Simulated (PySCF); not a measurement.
NMR problem set

Rapidly exchanging positions averaged, no solvent model, no relativistic terms, a single conformation. NMR shieldings at PBE0/pcSseg-1/GIAO; structure optimised with GFN2-xTB; PySCF 2.14.

δ = σ(ref) − σ, references computed at the same level: $^{1}$H (σref 31.72) and $^{13}$C (σref 186.93) against TMS. Splittings of carbon signals by F and P are missing where no couplings were computed. Where no couplings were computed, multiplicities follow the n + 1 count of equivalent neighbours, and m marks all less simple cases (inequivalent or close neighbours, rings, F or P nearby). Shifts are as computed. Against solution values, carbons near 30 ppm lie about +3 ppm off and those near 130 ppm about +5 ppm. Of 1211 compounds with measured shifts, 218 miss one by over three times the rms of a fit or turn the order of signals round; such compounds aren't used in these exercises. OH and NH positions are gas-phase values without hydrogen bonding to other molecules.

Q: C4H11N2OPSi2. $^{1}$H NMR (400 MHz, computed): δ 7.77 (m, 1H), 7.68 (m, 1H), 6.87 (m, 1H), 4.72 (m, 6H), 0.54 (br s, 2H). $^{13}$C{$^{1}$H} NMR (computed): δ 149.3 (CH), 147.1 (CH), 135.2 (C), 119.5 (CH). What is it?

A: SMILES NP(c1ccoc1)N([SiH3])[SiH3]. 4 carbon signals for 4 carbons: no two carbons are equivalent. Carbon types of the structure: 1 × C, 3 × CH, leaving 8 H on heteroatoms. δC 149.3, 147.1: aromatic CH next to the ring oxygen. δC 135.2: substituted aromatic carbon. δC 119.5: aromatic CH. δH 6.87: hydrogen on an aromatic CH; the ring current deshields protons in the ring plane.

This is the structure that produced the data.

Q: C6H11PSi. $^{1}$H NMR (500 MHz, computed): δ 6.20 (m, 2H), 6.10 (m, 2H), 4.24 (m, 2H), 3.13 (m, 2H), 0.30 (m, 3H). $^{13}$C{$^{1}$H} NMR (computed): δ 133.7 (CH), 128.3 (CH), 32.4 (CH2), -8.4 (CH3). What is it?

A: `C[SiH2]P1C=CCC=C1`. 4 carbon signals for 6 carbons: some carbons are equivalent by symmetry or fast rotation. Carbon types of the structure: 4 × CH, 1 × CH2, 1 × CH3, leaving 2 H on heteroatoms. δC 133.7, 128.3: alkene CH; as expected for a trigonal carbon in a double bond. δC 32.4: allylic sp3 CH2; saturated and bonded to C and H only. δH 6.20, 6.10: hydrogen on an alkene CH; olefinic region. δH 0.30: hydrogen on a methyl carbon bonded to Si; an electropositive neighbour shields it, as in TMS itself.

The data come from this structure; uniqueness wasn't tested.

Q: C6H11PSi. $^{1}$H NMR (400 MHz, computed): δ 4.66 (m, 1H), 1.35 (m, 1H), 1.28 (m, 2H), 0.79 (m, 1H), 0.78 (m, 1H), 0.69 (m, 1H), 0.69 (m, 1H), 0.33 (m, 3H). $^{13}$C{$^{1}$H} NMR (computed): δ 123.5 (C), 82.7 (C), 11.9 (CH2), 11.8 (CH2), 3.3 (CH), -0.9 (CH3). Give a structure.

A: `[Si@H](C)(P)C#CC1CC1`. 6 carbon signals for 6 carbons: no two carbons are equivalent. Carbon types of the structure: 2 × C, 1 × CH, 2 × CH2, 1 × CH3, leaving 3 H on heteroatoms. δC 123.5, 82.7: alkyne carbon. δC 11.9, 11.8, 3.3: three-membered-ring carbon; carbons of three-membered rings are unusually shielded. δH 1.35, 0.79, 0.78, 0.69, 0.69: hydrogen on a three-membered-ring carbon; cyclopropane-type protons are shielded by the ring. δH 0.33: hydrogen on a methyl carbon bonded to Si; an electropositive neighbour shields it, as in TMS itself.

The shifts were computed for this structure.
